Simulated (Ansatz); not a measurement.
The inner images of a band of C₄H₁₀AlN (16 atoms, charge 0, multiplicity 1) are given out of order.

The calculation used Ansatz 0.2.0, RKS PBE0/6-31G.

Initial state:

```xyz
16
Properties=species:S:1:pos:R:3
N 0.501 -1.177 1.139
C 0.190 -0.040 0.161
Al 1.895 0.321 1.108
C -0.088 -0.383 -1.313
C -1.140 0.762 -1.302
C -1.175 0.665 0.250
H 0.689 -2.076 0.706
H -0.153 -1.271 1.910
H 1.836 1.179 2.471
H 3.264 -0.195 0.431
H 0.739 -0.316 -2.024
H -0.578 -1.363 -1.424
H -0.711 1.710 -1.638
H -2.077 0.586 -1.835
H -1.241 1.593 0.823
H -1.973 -0.018 0.581
```

Final state:

```xyz
16
Properties=species:S:1:pos:R:3
N 0.501 -1.177 1.137
C 0.195 -0.045 0.153
Al 1.891 0.326 1.113
C -0.092 -0.389 -1.318
C -1.139 0.761 -1.304
C -1.166 0.667 0.249
H 0.704 -2.074 0.708
H -0.165 -1.276 1.898
H 3.271 -0.195 0.465
H 1.811 1.196 2.467
H 0.732 -0.326 -2.033
H -0.586 -1.367 -1.425
H -0.709 1.706 -1.644
H -2.080 0.587 -1.831
H -1.224 1.596 0.821
H -1.965 -0.013 0.586
```

Question: Put them in order from the first end to the last, with their energies above the first end.
A.
```xyz
16
Properties=species:S:1:pos:R:3
N -0.109 -1.462 1.278
C 0.140 -0.380 0.363
Al 1.792 0.613 0.860
C -0.061 -0.573 -1.188
C -0.771 0.802 -1.238
C -1.004 0.698 0.289
H 0.661 -2.056 1.547
H -0.980 -1.966 1.154
H 2.565 0.314 2.243
H 2.342 1.776 -0.115
H 0.814 -0.725 -1.830
H -0.769 -1.395 -1.367
H -0.078 1.611 -1.493
H -1.655 0.889 -1.873
H -0.943 1.613 0.894
H -1.966 0.218 0.519
```
B.
```xyz
16
Properties=species:S:1:pos:R:3
N 0.035 -1.372 1.298
C 0.160 -0.327 0.297
Al 1.822 0.594 0.887
C -0.116 -0.582 -1.223
C -0.850 0.783 -1.267
C -1.019 0.694 0.270
H 0.788 -2.046 1.351
H -0.880 -1.806 1.371
H 3.000 -0.259 1.585
H 1.976 2.196 0.746
H 0.730 -0.739 -1.901
H -0.822 -1.417 -1.346
H -0.180 1.602 -1.551
H -1.759 0.851 -1.869
H -0.950 1.616 0.859
H -1.960 0.189 0.535
```
C.
```xyz
16
Properties=species:S:1:pos:R:3
N 0.399 -1.246 1.189
C 0.211 -0.221 0.110
Al 1.792 0.432 1.078
C -0.181 -0.507 -1.346
C -1.017 0.806 -1.277
C -1.049 0.653 0.266
H 0.972 -2.046 0.932
H -0.450 -1.552 1.662
H 3.190 -0.365 1.082
H 1.644 1.877 1.778
H 0.619 -0.572 -2.087
H -0.838 -1.384 -1.441
H -0.422 1.675 -1.569
H -1.973 0.829 -1.802
H -1.002 1.550 0.891
H -1.918 0.048 0.578
```
D.
```xyz
16
Properties=species:S:1:pos:R:3
N 0.000 -1.501 1.240
C 0.170 -0.385 0.336
Al 1.802 0.652 0.840
C -0.080 -0.543 -1.205
C -0.820 0.818 -1.185
C -1.013 0.644 0.344
H 0.735 -2.194 1.266
H -0.924 -1.922 1.243
H 2.004 1.139 2.362
H 2.900 1.082 -0.271
H 0.780 -0.653 -1.872
H -0.780 -1.370 -1.389
H -0.151 1.653 -1.425
H -1.720 0.915 -1.796
H -0.972 1.526 0.994
H -1.954 0.117 0.562
```
E.
```xyz
16
Properties=species:S:1:pos:R:3
N 0.343 -1.344 1.206
C 0.153 -0.234 0.228
Al 1.806 0.513 0.971
C -0.132 -0.503 -1.258
C -0.951 0.817 -1.237
C -1.119 0.630 0.299
H 0.782 -2.181 0.837
H -0.492 -1.595 1.732
H 1.822 1.265 2.389
H 3.143 0.481 0.056
H 0.715 -0.590 -1.943
H -0.797 -1.370 -1.388
H -0.312 1.676 -1.464
H -1.854 0.870 -1.846
H -1.114 1.514 0.942
H -2.015 0.029 0.522
```

Answer: E (+0.43 eV), D (+0.67 eV), A (+0.62 eV), B (+0.56 eV), C (+0.21 eV).

Run time: 17 min on 1 thread of Arm Neoverse N1, with other jobs on the host, peak memory 0.22 GiB.
